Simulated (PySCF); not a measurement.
B3Cl2H4N.
Atom-mapped SMILES: `[BH2:1][NH:2][BH:3][B:4]([Cl:5])[Cl:6]` (hydrogens: H7, H8 on B1; H9 on N2; H10 on B3)

Method: PySCF 2.14.0, PBE0-D3(BJ)/def2-SVP geometry optimisation, gas phase; density fitting, grid level 1; the optimiser is geomeTRIC in internal coordinates, started from a GFN2-xTB structure with every atom displaced at random (about 0.01 Å).

Step 0: E = -28609.5373 eV
```
atom  x, y, z in Å  |  force x, y, z in eV/Å
B1     -0.1664    1.7387    0.4077   -0.280   1.011   0.173
N2      0.5190    0.6128   -0.0154    0.101  -0.395  -0.077
B3      1.8979    0.4697   -0.1970    1.130   0.791   0.259
B4      3.0321    1.7293    0.0922   -1.085  -0.727  -0.256
Cl5     3.4828    2.8210   -1.1564    0.252   0.575  -0.873
Cl6     3.7533    1.9627    1.6304    0.450  -0.014   1.058
H7     -1.3432    1.7145    0.4946   -0.724  -0.059   0.116
H8      0.4274    2.7426    0.6440    0.303   0.338   0.116
H9     -0.0404   -0.1946   -0.1935   -0.452  -0.733  -0.211
H10     2.2932   -0.5862   -0.5403    0.305  -0.787  -0.305
```

Step 1: E = -28609.6618 eV
```
atom  x, y, z in Å  |  force x, y, z in eV/Å
B1     -0.1551    1.7680    0.4038    0.012  -0.203  -0.054
N2      0.5183    0.5900   -0.0230   -0.066   0.055   0.038
B3      1.9265    0.4556   -0.1927   -0.291  -0.255  -0.065
B4      2.9757    1.7377    0.0929    0.477   0.438   0.187
Cl5     3.4453    2.8474   -1.2026   -0.098  -0.224   0.287
Cl6     3.7223    1.9566    1.6889   -0.193  -0.045  -0.426
H7     -1.3568    1.7573    0.5213   -0.012   0.023   0.003
H8      0.4945    2.7543    0.6438    0.053   0.047   0.001
H9     -0.0577   -0.2283   -0.2124    0.079   0.087   0.011
H10     2.3426   -0.6280   -0.5537    0.038   0.078   0.018
```

**Question.** Estimate the geometry and energy of step 2. (The exact step hangs on the optimiser's Hessian estimate; all steps are aligned on step 1, rigid shifts and turns removed.)

**Answer.** E = -28609.6716 eV, largest force 0.134 eV/Å
```
atom  x, y, z in Å  |  force x, y, z in eV/Å
B1     -0.1545    1.7604    0.4011    0.034   0.007  -0.018
N2      0.5122    0.5809   -0.0215   -0.036   0.054   0.034
B3      1.9191    0.4512   -0.1929   -0.022  -0.023  -0.022
B4      2.9790    1.7437    0.0960    0.070   0.077   0.076
Cl5     3.4388    2.8568   -1.1844   -0.029  -0.066   0.051
Cl6     3.7206    1.9608    1.6789   -0.058  -0.033  -0.116
H7     -1.3558    1.7765    0.5256    0.004  -0.032  -0.007
H8      0.5125    2.7418    0.6275    0.000   0.014   0.009
H9     -0.0614   -0.2363   -0.2093    0.013  -0.008  -0.007
H10     2.3453   -0.6255   -0.5548    0.023   0.012   0.001
```

The energy changes by -0.0098 eV. The first-order estimate −F·Δx gives -0.0180 eV and the mean of the old and new forces, exact on a quadratic surface, -0.0099 eV. The step makes an angle of 68° with the force vector and moves no atom by more than 0.027 Å.

The cost below is that of the whole optimisation. Time: 21 s of wall time; peak memory 0.52 GiB. Hardware: one thread of an Arm Neoverse V2, shared host with 32 logical CPUs at a one-minute load of 10.
